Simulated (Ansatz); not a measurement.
Basis sets compared for Ge(CF3)2H2 (C₂H₂F₆Ge). Charge 0, multiplicity 1. Geometry r2SCAN-D4/def2-SVP. Ansatz on 4 threads of Arm Neoverse V2 on a shared host; times are rough, and most runs start from earlier orbitals.

```xyz
11

Ge    0.832    0.264    0.089
C    -0.401   -0.316    1.541
F     0.240   -0.387    2.724
F    -0.919   -1.531    1.287
F    -1.428    0.540    1.688
C    -0.203    0.125   -1.606
F    -1.317    0.879   -1.564
F    -0.579   -1.142   -1.850
F     0.529    0.541   -2.657
H     2.020   -0.693    0.028
H     1.227    1.720    0.320
```

Binding counts from free atoms (Ge triplet, C triplet, F doublet, H doublet) in the same basis, without a counterpoise term.

```csv
level,functions,energy (Eh),HOMO (eV),LUMO (eV),binding per atom (eV),wall time
PBE-D4/def2-SVP,154,-2751.7407,-7.76,-0.52,4.11,1.4 s
PBE-D4/def2-TZVP,308,-2752.8205,-8.03,-0.75,3.99,2.9 s
B97M-V/def2-TZVP,308,-2753.1704,-8.51,-0.60,3.81,13 s
PBE0-D4/def2-SVP,154,-2751.7896,-9.49,0.20,3.90,2.1 s
PBE0-D4/def2-TZVP,308,-2752.8669,-9.61,0.06,3.81,6 s
```

**Question.** Estimate the rows for PBE-D4/def2-TZVPD, B97M-V/def2-TZVPD, PBE0-D4/def2-TZVPD.

**Answer.** 
```csv
level,functions,energy (Eh),HOMO (eV),LUMO (eV),binding per atom (eV),wall time
PBE-D4/def2-TZVPD,386,-2752.8255,-8.11,-0.99,3.98,5.5 s
B97M-V/def2-TZVPD,386,-2753.1742,-8.57,-0.84,3.80,19 s
PBE0-D4/def2-TZVPD,386,-2752.8710,-9.66,-0.23,3.81,11 s
```
